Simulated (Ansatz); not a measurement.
`[OH][GeH2][GeH2][OH]`, relaxed with RKS PBE0-D4/def2-TZVP in Ansatz from a PBE-D4/def2-SVP geometry. The force threshold is 0.005 eV/Å; the program also tests the step.

The species carries charge 0 and has multiplicity 1.

Start:

```xyz
10

O     0.942   -1.968    0.964
Ge   -0.602   -1.142    0.507
Ge   -0.136    0.938   -0.686
O     0.664    2.003    0.542
H     1.544   -2.015    0.197
H    -1.302   -0.893    1.864
H    -1.477   -2.076   -0.391
H    -1.432    1.620   -1.234
H     0.835    0.698   -1.890
H     0.964    2.834    0.127
```

| step | energy (eV) | largest force (eV/Å) | largest move (Å) |
| --- | --- | --- | --- |
| 1 | -117212.7177 | 0.826 | 0.000 |
| 2 | -117212.7504 | 0.310 | 0.051 |
| 3 | -117212.7559 | 0.119 | 0.034 |
| 4 | -117212.7575 | 0.075 | 0.030 |
| 5 | -117212.7584 | 0.023 | 0.019 |
| 6 | -117212.7585 | 0.015 | 0.018 |
| 7 | -117212.7589 | 0.006 | 0.042 |
| 8 | -117212.7589 | 0.110 | 0.056 |
| 9 | -117212.7591 | 0.034 | 0.013 |
| 10 | -117212.7592 | 0.003 | 0.015 |
| 11 | -117212.7594 | 0.027 | 0.042 |
| 12 | -117212.7594 | 0.019 | 0.023 |
| 13 | -117212.7594 | 0.016 | 0.005 |
| 14 | -117212.7594 | 0.002 | 0.005 |

End:

```xyz
10

O     0.945   -1.989    0.897
Ge   -0.570   -1.116    0.530
Ge   -0.104    0.940   -0.683
O     0.558    2.069    0.535
H     1.441   -2.216    0.108
H    -1.193   -0.850    1.905
H    -1.492   -2.023   -0.317
H    -1.370    1.557   -1.321
H     0.942    0.726   -1.804
H     0.842    2.901    0.150
```

Run time 18 s (4 threads of an AMD EPYC 9R45 on a shared host); peak host memory 0.66 GiB.
